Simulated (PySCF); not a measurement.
## Spin states and ions at one geometry of Hg3

PySCF 2.14.0, RKS B3LYP, Hg def2-SVP with ECP60; non-relativistic Hamiltonian with scalar-relativistic core potentials where named; density fitting; no spin-orbit coupling; singlets restricted, open shells unrestricted. The geometry is relaxed for charge 0, singlet, vacuum:

```xyz
3

Hg    2.4334    0.0000    0.0000
Hg   -1.2167    2.1074    0.0000
Hg   -1.2167   -2.1074    0.0000
```

Energies count from the relaxed state; an electron taken off or put on is at rest in vacuum. Charges and spins are Mulliken's.

Q: Order these states by energy, lowest first.
A. charge -1, doublet, vacuum
B. charge 0, singlet, vacuum
C. charge 0, triplet, vacuum
D. charge +1, doublet, vacuum
E. charge 0, quintet, vacuum

A: B (0.00 eV), A (0.38 eV), C (5.10 eV), D (9.08 eV), E (10.08 eV).

Q: How do charge and spin on the first atom follow?

A: 
```csv
state,spin squared,charge on Hg1 (e),spin on Hg1 (e),dipole about the centre of mass (D)
"charge 0, singlet, vacuum",0.00,0.00,0.00,0.00
"charge 0, triplet, vacuum",2.00,0.01,1.20,0.34
"charge 0, quintet, vacuum",6.00,0.00,1.33,0.00
"charge +1, doublet, vacuum",0.75,0.29,0.29,1.20
"charge -1, doublet, vacuum",0.75,-0.33,0.33,0.00
```

With an electron taken off (doublet) the charges change, summed by element, by Hg +1.00 e. The vertical ionisation energy is 9.08 eV, against −ε(HOMO) = 7.24 eV of the relaxed state. The level lies 1.8 eV too high, as is usual for semilocal functionals and global hybrids, which keep a self-interaction error.

With an electron put on (doublet) the charges change, summed by element, by Hg -1.00 e. The vertical electron affinity is -0.38 eV, against −ε(LUMO) = 1.10 eV of the relaxed state. The basis has no diffuse functions, which an added electron needs. The added electron's level lies above zero.

Open shells may have lower solutions than those found.

A frequency check found unstable modes (2, the lowest at -4 cm⁻¹), so the relaxed geometry is a saddle point, or these are noise.
